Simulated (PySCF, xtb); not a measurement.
C2H6BFN2, SMILES C/N=C/B(N)F.

Geometry: B3LYP-D3(BJ)/def2-SVP. The structure was generated by enumeration; whether it is a known compound was not checked. Other conformers were not sampled.

Level of theory: PySCF 2.14.0 with C-PCM-PBE0/def2-SVP.

The values are the electrostatic part of the solvation free energy, E(continuum) − E(gas) at the gas-phase geometry, in a cavity of scaled van der Waals radii (PySCF's table); cavitation and dispersion terms are not included. In vacuum the orbital gap is 6.17 eV. The dipole moment in vacuum is 1.46 D.

| solvent | ε | ΔG(elec) (kcal/mol) | dipole (D) | gap (eV) |
|---|---|---|---|---|
| water | 78.36 | -4.8 | 1.61 | 6.18 |
| chlorobenzene | 5.70 | -3.9 | 1.58 | 6.18 |
| N,N-dimethylformamide | 37.22 | -4.7 | 1.61 | 6.18 |

For comparison, GFN2-xTB/ALPB(water) (xtb, at the GFN2-xTB geometry, all terms of that model) gives -6.6 kcal/mol.
